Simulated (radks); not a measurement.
Problem. Hg24+, 56 electrons, occupied as [Kr] 4d10 4f10. Calculated with a radial shooting solver on a logarithmic mesh with Libxc functionals: non-relativistic Kohn-Sham, LB94 model potential, spin-polarised, spherical densities, point nucleus; open shells are filled with parallel spins first (spin-orbit coupling, left out, can overturn this in heavy ions); relativity is left out, which matters for an element this heavy. Some entries of the table are withheld. Estimate them.

orbital  occ.  eigenvalue (eV)  <r^2> (bohr^2)
1s down     1        -75929.90       0.0004776
1s up       1        -75929.89       0.0004776
2s down     1        -13312.54        0.007415
2s up       1        -13312.36        0.007415
2p down     3        -12840.59        0.005464
2p up       3        -12840.46        0.005463
3s up       1        -3673.217         0.04560
3s down     1        -3672.237         0.04555
3p up       3        -3448.439         0.04192
3p down     3        -3447.662         0.04186
3d up       5        -3027.854         0.03221
3d down     5        -3027.536         0.03217
4s up       1        -1297.883          0.2089
4s down     1        -1292.777          0.2093
4p up       3        -1199.371          0.2115
4p down     3        -1194.279          0.2120
4d up       5        -1018.081          0.2138
4d down     5        -1013.016          0.2145
4f up       7        -775.1615          0.2069
4f down     3        -770.4099          0.2077
5s up       0              (1)          0.7336
5s down     0              (2)          0.7363
5p up       0        -607.5118          0.7719
5p down     0        -605.4822          0.7750

Solution. 
(1) 5s up eigenvalue (eV): -649.1527
(2) 5s down eigenvalue (eV): -647.0414
